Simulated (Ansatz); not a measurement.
A structure relaxed at r2SCAN-D4/def2-SVP in Ansatz, charge 0, doublet:

```xyz
9

Cu   -1.535    0.510    0.281
Cu   -0.126   -1.064    1.244
Cu    1.555   -0.468   -0.241
Cu    0.146    1.104   -1.206
H     1.465   -1.459    1.073
H    -1.626   -0.478    1.597
H    -0.262   -0.549   -0.515
H     1.737    0.712   -1.377
H    -1.355    1.690   -0.856
```

**Question.** Give its formula and point group.

**Answer.** the cluster Cu₄H₅. Point group C4v (tolerance 0.1 Å).

**Question.** Summarise the bond lengths by kind (pairs closer than 1.2 times the sum of covalent radii, bridged metal pairs left out).

**Answer.** 12 × Cu–H 1.65 to 1.84 Å.

The relaxation made no stability test and no search for a lower SCF solution. No other spin state of charge 0 was run. The structure comes from a short search, and lower isomers may exist.
